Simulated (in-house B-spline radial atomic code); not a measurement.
Configurations of Fe2+, with energies counted from [Ar] 3d6. Computed with an all-electron radial atomic-structure program (B-spline basis): non-relativistic LDA VWN5, spin-polarised, spherical fractional occupations, point nucleus. Shells without spins written out take the highest spin.

Occupations are held fixed; configurations that lie above the ionisation limit could autoionise.

```json
{"configuration": "[Ar] 3d5 4p1", "E - E(ref) (eV)": "10.69", "highest orbital": "4p up", "its <r> (bohr)": "2.747"}
{"configuration": "[Ar] 3d(1 up, 4 down) 4d(0 up, 1 down)", "E - E(ref) (eV)": "23.375", "highest orbital": "4d down", "its <r> (bohr)": "3.926"}
{"configuration": "[Ne] 3s2 3p5 3d7", "E - E(ref) (eV)": "51.569", "highest orbital": "3d down", "its <r> (bohr)": "1.097"}
{"configuration": "[Ne] 3s2 3p(2 up, 3 down) 3d(3 up, 4 down)", "E - E(ref) (eV)": "54.53", "highest orbital": "3d up", "its <r> (bohr)": "1.078"}
{"configuration": "[Ne] 3s2 3p5 3d6 4s1", "E - E(ref) (eV)": "56.588", "highest orbital": "4s up", "its <r> (bohr)": "2.36"}
{"configuration": "[Ne] 3s2 3p5 3d6 4p1", "E - E(ref) (eV)": "63.042", "highest orbital": "4p up", "its <r> (bohr)": "2.732"}
{"configuration": "[Ne] 3s2 3p5 3d6 4d1", "E - E(ref) (eV)": "71.485", "highest orbital": "4d up", "its <r> (bohr)": "3.887"}
```

Task: Order these further configurations by energy, lowest first.
A. [Ar] 3d5 4f1
B. [Ar] 3d(3 up, 3 down)
C. [Ar] 3d5 4d1
D. [Ar] 3d5 4s1
E. [Ne] 3s2 3p(3 up, 2 down) 3d(4 up, 2 down) 4p(1 up, 0 down)

Result: B (3.7424 eV), D (4.2789 eV), C (19.073 eV), A (23.928 eV), E (67.537 eV).

Task: How far above the reference does [Ar] 3d(1 up, 4 down) 4s(1 up, 0 down) lie?

Result: 9.507 eV; its least bound orbital is 4s up with <r> = 2.432 bohr.

Task: How far above the reference does [Ne] 3s2 3p5 3d6 4f1 lie?

Result: 76.397 eV; its least bound orbital is 4f up with <r> = 5.697 bohr.
